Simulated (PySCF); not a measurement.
## Electronic structure of Si³⁺ (silicon, charge +3) at the r2SCANh level

Configuration: [Ne] 3s1, 2S determinant. Computed with PySCF 2.14 in aug-cc-pV(5+d)Z (8s7p6d4f3g2h, 136 functions), with no relativity, point nucleus.

```
Total energy                                     : -287.2287 hartree
One-electron energy                              : -383.1401 hartree
Hartree (Coulomb) energy                         : 115.8257 hartree
Exchange-correlation energy                      : -19.9143 hartree
Kinetic energy                                   : 286.88776 hartree
⟨S²⟩                                             : 0.7501
⟨L²⟩                                             : 0.000
Sum of ⟨r⟩                                       : 6.406 bohr
Sum of ⟨r²⟩                                      : 6.834 bohr²
Density at the nucleus (Gaussians lack the cusp) : 1760 bohr⁻³
Spin density at the nucleus                      : 6.46 bohr⁻³
Langevin diamagnetic susceptibility              : -5.41 ×10⁻⁶ cm³/mol
```

```csv
shell,electrons,mean orbital energy (eV),"rms radius, mean of both spins (bohr)"
1s α,1,-1838.0,0.129
1s β,1,-1837.8,0.129
2s α,1,-181.67,0.617
2s β,1,-181.40,0.617
2p α,3,-135.97,0.598
2p β,3,-135.69,0.598
3s α,1,-41.045,1.97
```
